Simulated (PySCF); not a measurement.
C3H6AlGeN.
Structure used (PBE0-D3(BJ)/def2-SVP), in Å, numbered top down from 1:
```
atom  x, y, z in Å
C1    -1.3005   -1.1876   -0.6759
N2    -1.4229   -2.2040   -1.2234
Al3   -1.1264   -2.3825   -3.2580
C4    -0.6767   -0.4363   -3.5609
C5    -0.5737    0.6543   -2.7826
Ge6   -0.8724    0.7098   -0.8643
H7     0.1307   -3.3555   -3.3917
H8    -2.5538   -2.8152   -3.8250
H9    -0.4548   -0.2176   -4.6221
H10   -0.2962    1.6357   -3.1964
H11   -2.0905    1.4993   -0.3668
H12    0.3471    0.9867    0.0246
```

Level of theory: PBE0-D3(BJ)/def2-SVP geometry optimisation, gas phase in PySCF.

(1) Which atoms are bound to Al3, and at what distances?

(2) List the angles at Al3.

(3) Describe the arrangement about Al3 in numbers.

(4) What are the other bond lengths?

(5) Give some angles away from the centre.

(6) What are the rotational constants (commonest isotopes, rigid rotor)?

Answers

(1) 4 atoms: H7 1.595 Å, H8 1.596 Å, C4 2.020 Å, N2 2.064 Å. The nearest atom not counted as bound is H9, at 2.65 Å.

(2) 
```
    angle  degrees  distance of the outer atoms (Å)
H7–Al3–H8    120.6                             2.77
C4–Al3–H8    114.0                             3.04
C4–Al3–H7    113.5                             3.03
N2–Al3–H7    104.4                             2.91
N2–Al3–H8    104.2                             2.90
N2–Al3–C4     95.5                             3.02
```

(3) Angles from 95.5° to 120.6°; τ4 = (360° − α − β)/141° = 0.89 with α and β the two widest (0 for a square, 1 for a tetrahedron).

(4) C1≡N2 1.161 Å; C4=C5 1.344 Å; C5–Ge6 1.942 Å; C1–Ge6 1.954 Å; C4–H9 1.106 Å; C5–H10 1.101 Å; Ge6–H11, Ge6–H12 1.534 Å.

(5) N2–C1–Ge6 145.9°, C1–N2–Al3 121.7°, Al3–C4–C5 135.4°, C4–C5–Ge6 125.7°, C1–Ge6–C5 95.8°.

(6) A = 3910, B = 1286, C = 994.6 MHz: an asymmetric top.

Point group: Cs (tolerance 0.08 Å). Charge 0, singlet. No frequency check.

On Arm Neoverse V1, one thread, no GPU, shared host, this took 84 s wall and 0.55 GiB of memory at its peak. That covers the optimisation of the geometry.
